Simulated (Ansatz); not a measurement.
One geometry of Cd6CuTe6Cl2⁻, several levels of theory.

```yaml
crystal:
  periodic: [false, false, false]
  atoms:
    - {symbol: Cd, position_ang: [1.164766, -3.423930, -0.182196]}
    - {symbol: Cd, position_ang: [-1.770461, 2.764682, -1.899700]}
    - {symbol: Cd, position_ang: [-0.599109, -0.142138, -1.441038]}
    - {symbol: Cu, position_ang: [-1.472618, -0.491485, 1.351851]}
    - {symbol: Cd, position_ang: [0.934283, -1.198067, 2.549379]}
    - {symbol: Cd, position_ang: [-0.363199, 2.166872, 1.256624]}
    - {symbol: Cd, position_ang: [2.891669, -0.750069, -0.240659]}
    - {symbol: Te, position_ang: [-3.132504, 0.974905, -0.044519]}
    - {symbol: Te, position_ang: [-1.419687, -2.559907, -0.261596]}
    - {symbol: Te, position_ang: [3.085901, -2.702354, 1.800084]}
    - {symbol: Te, position_ang: [-1.581764, 4.468197, 0.196900]}
    - {symbol: Te, position_ang: [1.615995, 1.574534, -0.803221]}
    - {symbol: Te, position_ang: [-0.703475, 0.644151, 3.600781]}
    - {symbol: Cl, position_ang: [-1.219136, 1.168285, -3.719653]}
    - {symbol: Cl, position_ang: [2.569341, -2.493686, -2.163045]}
basis:
  gaussian: {orbitals: def2-TZVP, fitting: {mean_field: def2-universal-jkfit}, initial_orbitals: start.molden}
total_charge: -1
magnetization: {spin_polarized: true, initial_magnetization: 2}
hamiltonian: {xc: {name: r2SCAN0}, dispersion: d4}
scf: {omitted_lower_state_checks: [starts]}
output: {orbitals: {seedname: orbitals}}
```

The file start.molden holds the orbitals of an earlier run on this structure, at another level or in another basis.

```sh
$ ansatz run in.yaml --threads 2 --pin off --events-out ev --progress --plain --max-ram 32768MiB --backend cuda --devices 0, --max-vram 18GiB
```

Output, abridged:

```
Functional definition: r2SCAN0
3358 factors; integrals over basis functions are off by at most 5.2e-1 eV
mean field evaluation 1: about -140871.6868 eV, gradient 8.0e0 eV
mean field evaluation 2: about -140871.8153 eV, gradient 2.1e-1 eV
mean field evaluation 4: about -140871.8071 eV, gradient 8.3e-2 eV
mean field evaluation 8: about -140871.8071 eV, gradient 2.3e-5 eV
mean field -140871.80714764 eV, -5176.9434263352 hartree, gradient 1.4e-5 eV, S^2 2.019933; 0 other end points of the search recorded, 0 dependent functions left out
reference -140871.80716950 eV, -5176.9434271387 hartree; 165, 163 occupied and 494, 496 virtual orbitals, 3358 factors
Total energy: -140872.52777504 eV, -5176.9699089037 hartree
Checks for a lower state left out: starts
```

It took 25 s on 2 threads of AMD EPYC 7R13 on a shared host and a share (18 GiB) of an NVIDIA H100 80GB HBM3, peak host memory 1.7 GiB.

As the first input, with `hamiltonian: {xc: pbe, dispersion: d4}` (abridged; 9 s):

```
Functional definition: PBE
mean field -140841.46611528 eV, -5175.8284139619 hartree, gradient 1.2e-5 eV, S^2 2.005416
Total energy: -140843.71666879 eV, -5175.9111202781 hartree
Checks for a lower state left out: starts
```

As the first input, with `gaussian: {orbitals: def2-TZVP, fitting: {mean_field: def2-universal-jkfit}}`, `hamiltonian: {xc: pbe0, dispersion: d4}` (abridged; 19 s):

```
Functional definition: PBE0
mean field evaluation 16: about -140844.5510 eV, gradient 2.4e-2 eV
mean field evaluation 32: about -140844.5510 eV, gradient 3.4e-5 eV
mean field -140844.55098785 eV, -5175.9417809381 hartree, gradient 1.6e-5 eV, S^2 2.013843
Total energy: -140846.59414883 eV, -5176.0168657190 hartree
Checks for a lower state left out: starts
```

Geometry: PBE-D4/def2-SVP, that of the neutral doublet.

In the def2 sets Cd, Te take a core potential; there is no spin–orbit coupling. Single mean-field runs in def2-TZVP are fitted with def2-universal-jkfit. At PBE0-D4/def2-TZVP a singlet of charge -1 lies 1.02 eV below the triplet at the same geometry.
